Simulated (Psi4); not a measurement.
dimethyl thioether (C₂H₆S), singlet, at a GFN2-xTB geometry; PBE/6-31G, TDA (Psi4).

The Psi4 input:
```
memory 2 GB

molecule {
0 1
C    -0.00785030    1.37740407   -0.51360720
S     0.00254915   -0.00233310    0.66481604
C     0.00387440   -1.37376512   -0.52330710
H    -0.00953359    2.29198623    0.06939964
H     0.88368653    1.33243683   -1.13329467
H    -0.90367752    1.32479552   -1.12646809
H     0.01000382   -2.29241661    0.05323624
H    -0.89238709   -1.32447364   -1.13580872
H     0.89497696   -1.31683233   -1.14263530
symmetry c1
}

set {
  basis 6-31g
  puream true
  save_jk true
  tdscf_states [5]
  tdscf_tda true
  d_convergence 1e-8
}

energy('td-pbe')
print_variables()
```

It wrote (shortened):

```
   => Loading Basis Set <=

    Name: 6-31G
    Role: ORBITAL
    Keyword: BASIS

         ---------------------------------------------------------
                                   SCF
               by Justin Turney, Rob Parrish, Andy Simmonett
                          and Daniel G. A. Smith
                              RKS Reference
         ---------------------------------------------------------

  ==> Geometry <==

    Molecular point group: c1
    Full point group: C1

    Geometry (in Angstrom), charge = 0, multiplicity = 1:

       Center              X                  Y                   Z               Mass
    ------------   -----------------  -----------------  -----------------  -----------------
         C           -0.008120014518     1.377650919793    -0.583947736951    12.000000000000
         S            0.002279435482    -0.002086250207     0.594475503049    31.972071174400
         C            0.003604685482    -1.373518270207    -0.593647636951    12.000000000000
         H           -0.009803304518     2.292233079793    -0.000940896951     1.007825032230
         H            0.883416815482     1.332683679793    -1.203635206951     1.007825032230
         H           -0.903947234518     1.325042369793    -1.196808626951     1.007825032230
         H            0.009734105482    -2.292169760207    -0.017104296951     1.007825032230
         H           -0.892656804518    -1.324226790207    -1.206149256951     1.007825032230
         H            0.894707245482    -1.316585480207    -1.212975836951     1.007825032230

  Running in c1 symmetry.

  Rotational constants: A =      0.58753  B =      0.25427  C =      0.19037 [cm^-1]
  Rotational constants: A =  17613.64019  B =   7622.67309  C =   5707.11961 [MHz]
  Nuclear repulsion =  110.920623706236299

  Charge       = 0
  Multiplicity = 1
  Electrons    = 34
  Nalpha       = 17
  Nbeta        = 17

  ==> Algorithm <==

  SCF Algorithm Type is DF.
  DIIS enabled.
  MOM disabled.
  Fractional occupation disabled.
  Guess Type is SAD.
  Energy threshold   = 1.00e-06
  Density threshold  = 1.00e-08
  Integral threshold = 1.00e-12

  ==> Primary Basis <==

  Basis Set: 6-31G
    Blend: 6-31G
    Number of shells: 29
    Number of basis functions: 43
    Number of Cartesian functions: 43
    Spherical Harmonics?: true
    Max angular momentum: 1

  ==> DFT Potential <==

   => LibXC <=

    Version 7.1.2
[...]
  @DF-RKS Final Energy:  -477.65432782085531
    Total Energy =                       -477.6543278208553147
[...]
     1        A->A (1 A)       0.21929         5.96727        -477.43503       0.0000          0.0000          0.0000          0.0000
     2        A->A (1 A)       0.24933         6.78462        -477.40500       0.0023          0.0031          0.0000         -0.0000
     3        A->A (1 A)       0.26835         7.30205        -477.38598       0.0052          0.0034         -0.0000          0.0000
     4        A->A (1 A)       0.28879         7.85837        -477.36554       0.0072          0.0025         -0.0000         -0.0000
     5        A->A (1 A)       0.30129         8.19860        -477.35304       0.0658          0.0259         -0.0000         -0.0000

Contributing excitations
Only contributions with abs(coeff) > 1.00e-01 will be printed:

Excited State    1 (1 A):   0.21929 au   207.77 nm f = 0.0000
  Sums of squares: Xssq =  1.000000e+00
     17a  ->  18a    -0.999242 (99.848%)

Excited State    2 (1 A):   0.24933 au   182.74 nm f = 0.0023
  Sums of squares: Xssq =  1.000000e+00
     17a  ->  19a     0.326941 (10.689%)
     17a  ->  20a     0.944576 (89.222%)

Excited State    3 (1 A):   0.26835 au   169.79 nm f = 0.0052
  Sums of squares: Xssq =  1.000000e+00
     17a  ->  19a     0.940780 (88.507%)
     17a  ->  20a    -0.325637 (10.604%)

Excited State    4 (1 A):   0.28879 au   157.77 nm f = 0.0072
  Sums of squares: Xssq =  1.000000e+00
     17a  ->  21a    -0.999395 (99.879%)

Excited State    5 (1 A):   0.30129 au   151.23 nm f = 0.0658
  Sums of squares: Xssq =  1.000000e+00
     17a  ->  22a    -0.989091 (97.830%)

******************************************************************************************
**********                               WARNING                                **********
**********       The names of excited state variables changed between 1.5       **********
**********     and 1.6. For a quick solution, remove the symmetry specifier     **********
**********   from the variable name. For full details, see 'Notes on Psivars'   **********
**********                        in the documentation.                         **********
******************************************************************************************

  Variable Map:
  ----------------------------------------------------------------------------
[...]
  Array Variable Map:
  ----------------------------------------------------------------------------
[...]
[...]
```
